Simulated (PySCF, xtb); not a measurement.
Al(Me)(OSiH3)2 (CH9AlO2Si2), SMILES [SiH3][O][Al]([CH3])[O][SiH3].

xtb with GFN2-xTB at its own geometry gives an orbital gap of 4.47 eV and a dipole moment of 1.36 D.

The structure is a stationary point at B3LYP-D3(BJ)/def2-SVP. The isomer is the one that the SMILES or the coordinates give; other isomers of the formula were not compared. Other conformers were not sampled.

Problem. What does CAM-B3LYP/def2-TZVP in PySCF give? (The exact figures need the calculation; the answer reports its results.)

Solution. gap 10.27 eV (levels -9.92 and 0.35 eV), dipole 1.01 D.
